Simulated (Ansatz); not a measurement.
System: sum formula SiN2H5, net charge 0, doublet state. It need not be the lowest isomer of its formula. 
Structure (B3LYP-D3(BJ)/def2-TZVP (Ansatz, a program for electronic structure) minimum search):
```
Si
N 1 1.7097
H 2 1.0080 1 120.61
H 2 1.0080 3 110.97 1 -149.36
N 1 1.7536 2 115.11 3 -73.22
H 5 1.0242 1 113.21 2 180.00
H 1 1.4853 2 107.58 3 167.05
H 1 1.4853 7 111.73 2 117.87
```
Charge 0, spin multiplicity 2.

Total electronic energies in hartree. Cores are frozen in the correlated levels unless marked. UHF or UKS for open shells. No spin-orbit coupling. Non-relativistic unless marked X2C. Basis-set limits of correlation are two-point, X^-3; Hartree-Fock from the larger set. The bracket is a focal-point correction in the basis named.

```
level                                                                 program  energy (Eh)
-------------------------------------------------------------  --------------  -----------
RI-HF/aug-cc-pV(Q+d)Z                                                  Ansatz   -400.82411
PBE0-D3(BJ)/def2-TZVPD                                         Ansatz + dftd3   -401.79011
HSE06/def2-TZVPD                                                       Ansatz   -401.77344
CAM-B3LYP-D4/def2-TZVPD                                        Ansatz + dftd4   -402.00261
LC-wPBE-D4/def2-TZVPD                                          Ansatz + dftd4   -401.88667
B2PLYP-D4/def2-TZVPD                                           Ansatz + dftd4   -401.83003
MP2/aug-cc-pV(D+d)Z                                                    Ansatz   -401.20030
SCS-MP2/def2-SVPD                                                      Ansatz   -401.00608
SCS-MP2/cc-pV(T+d)Z                                                    Ansatz   -401.32706
SCS-MP2/cc-pVTZ                                                        Ansatz   -401.32171
SCS-MP2/def2-QZVPPD                                                    Ansatz   -401.38408
CCSD/def2-SVP                                                          Ansatz   -401.00706
CCSD/def2-SVPD                                                         Ansatz   -401.04822
CCSD/CBS(aug-cc-pV(T+d)Z,aug-cc-pV(Q+d)Z)                              Ansatz    -401.4299
CCSD/CBS(cc-pV(T+d)Z,cc-pV(Q+d)Z)                                      Ansatz    -401.4296
CCSD(T)/6-31G*                                                         Ansatz   -401.13591
CCSD(T)/def2-QZVPPD                                                    Ansatz   -401.43003
X2C-CCSD(T)/cc-pVTZ-DK                                                 Ansatz   -402.03369
RI-MP2/CBS(cc-pV(T+d)Z,cc-pV(Q+d)Z)+[CCSD(T)-MP2]/cc-pV(T+d)Z          Ansatz    -401.4587
RI-MP2/CBS(def2-TZVPPD,def2-QZVPPD)+[CCSD(T)-MP2]/def2-TZVPPD          Ansatz    -401.4601
RI-MP2/CBS(def2-TZVPP,def2-QZVPP)+[CCSD(T)-MP2]/def2-QZVPP             Ansatz    -401.4573
CCSD(T)/CBS(aug-cc-pV(T+d)Z,aug-cc-pV(Q+d)Z)                           Ansatz    -401.4533
CCSD(T)/CBS(def2-TZVPP,def2-QZVPP)                                     Ansatz    -401.4549
```

Totals of different functionals don't rank their quality; only differences between species are comparable.
